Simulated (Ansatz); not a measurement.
A CCSD(T) single point on CH₄FNOSi (`O/C(F)=N/[SiH3]`).

```yaml
crystal:
  periodic: [false, false, false]
  atoms:
    - {symbol: O, position_ang: [-1.699013, 1.438153, 1.020917]}
    - {symbol: C, position_ang: [-0.711861, 0.588319, 0.776762]}
    - {symbol: F, position_ang: [-0.268486, 0.147383, 1.949274]}
    - {symbol: N, position_ang: [-0.276710, 0.260208, -0.337522]}
    - {symbol: Si, position_ang: [0.991867, -0.825921, -0.777312]}
    - {symbol: H, position_ang: [-2.010476, 1.749508, 0.162008]}
    - {symbol: H, position_ang: [1.996273, -0.059029, -1.555110]}
    - {symbol: H, position_ang: [0.407018, -1.879169, -1.643603]}
    - {symbol: H, position_ang: [1.659789, -1.465850, 0.387487]}
basis:
  gaussian: {orbitals: def2-SVP}
correlation: {method: ccsd_t}
```

```sh
$ ansatz run in.yaml --threads 2 --pin off --events-out ev --progress --plain --max-ram 4352MiB
```

Log, shortened:

```
Functional definition: HF
917 factors; integrals over basis functions are off by at most 1.1e-3 eV
mean field evaluation 1: about -15169.1619 eV, gradient 4.2e1 eV
mean field evaluation 2: about -15169.2457 eV, gradient 4.2e1 eV
mean field evaluation 4: about -15172.9234 eV, gradient 3.5e0 eV
mean field evaluation 8: about -15172.9798 eV, gradient 1.7e-1 eV
mean field evaluation 16: about -15172.8692 eV, gradient 1.4e0 eV
mean field -15172.98000655 eV, -557.5967306257 hartree, gradient 9.8e-6 eV, S^2 0.000000; 0 other end points of the search recorded, 0 dependent functions left out
9 core orbitals not correlated: weight in the atoms' cores, before any rotation towards them, 1.000 or more for the frozen orbitals, at most 0.000 for the correlated occupied ones
reference -15172.98000655 eV, -557.5967306257 hartree; 15, 15 occupied and 70, 70 virtual orbitals, 917 factors
second order -20.45492767 eV of doubles, -0.00000000 eV of singles
cycle   1  -20.68834544 eV  change   -2.3e-1 eV  update   1.1e-1
cycle   2  -21.23292607 eV  change   -5.4e-1 eV  update   3.2e-2
cycle   3  -21.36824551 eV  change   -1.4e-1 eV  update   1.6e-2
cycle   4  -21.36018738 eV  change    8.1e-3 eV  update   3.4e-3
cycle   5  -21.35860342 eV  change    1.6e-3 eV  update   1.3e-3
cycle   6  -21.35900651 eV  change   -4.0e-4 eV  update   3.7e-4
cycle   7  -21.35878711 eV  change    2.2e-4 eV  update   1.1e-4
cycle   8  -21.35872133 eV  change    6.6e-5 eV  update   3.5e-5
cycle   9  -21.35873161 eV  change   -1.0e-5 eV  update   1.2e-5
perturbative correction -0.58639919 eV, -0.0215497727 hartree
Total energy: -15194.92513736 eV, -558.4031993077 hartree
```

Hardware: 2 threads of an AMD EPYC 7B13 on a shared host. Wall time 5.5 s, peak host memory 0.41 GiB.

Correlation energy per correlated electron: -0.732 eV. T1 diagnostic: 0.0131.
